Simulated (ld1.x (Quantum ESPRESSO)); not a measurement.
chromium: one change to an RRKJ potential, before and after

ld1.x (Quantum ESPRESSO) 7.5 input, shortened:

```
&input
   title='Cr', zed=24., rel=2, dft='PZ', iswitch=3,
   config='[Ar] 3d5 4s0 4p0', rel_dist='average'
 /
 &inputp
   pseudotype=2, tm=.false., rho0=0.001, lloc=0,
   nlcc=.false.
 /
3
4P  2  1   0.00   0.00  3.20  3.20  0.0
3D  3  2   5.00   0.00  1.05  1.05  0.0
4S  1  0   0.00   0.00  2.10  2.10  0.0
 &test
   configts(1)='3d5 4s0 4p0'
 /
```

Open shells are filled in proportion to 2j + 1 (rel_dist='average').

Change: all radii scaled by about 1.25 (s 2.62, p 4.00, d 1.32 bohr).

Cutoffs: the cutoffs (Ry, on a coarse ladder) from which the occupation-weighted sum of valence levels, in a spherical-Bessel basis at the reference potential, stays within 10 and 1 mRy of its value at 400 Ry; they do not see the model core or the augmentation charge, which bear on the density cutoff. Errors are all-electron minus pseudo energies relative to the spin-unpolarised reference configuration.

Task: Predict the effect on cutoff, ghosts and configuration errors.

Result: The potential gets softer (140 Ry and 160 Ry → 90 Ry and 110 Ry); of the 7 tests that both files solve, the error grows in 1 and shrinks in 2 by more than 15 % and 0.3 meV (median size 38.7 → 39.4 meV); neither file shows a bound ghost. A larger radius leaves more room for a smooth pseudo-wave, so fewer plane waves are needed.

```csv
quantity,base,changed
"cutoff, loose",140 Ry,90 Ry
"cutoff, tight",160 Ry,110 Ry
bound ghosts,none,none
"error for 3d5 4s1 4p0, meV [ΔE -7.14 eV]",-1.4,-0.1
"error for 3d4 4s0 4p0, meV [ΔE 16.34 eV]",-229,-218
"error for 3d3 4s0 4p0, meV [ΔE 47.37 eV]",-1234,-1124
"error for 3d5 4s0.5 4p0, meV [ΔE -4.32 eV]",+0.5,+0.9
"error for 3d5.5 4s0.5 4p0, meV [ΔE -6.42 eV]",+0.9,+0.5
"error for 3d4 4s1 4p1, meV [ΔE -3.53 eV]",-316,-285
"error for 3d6 4s0 4p0, meV [ΔE -5.42 eV]",-39,-39
```
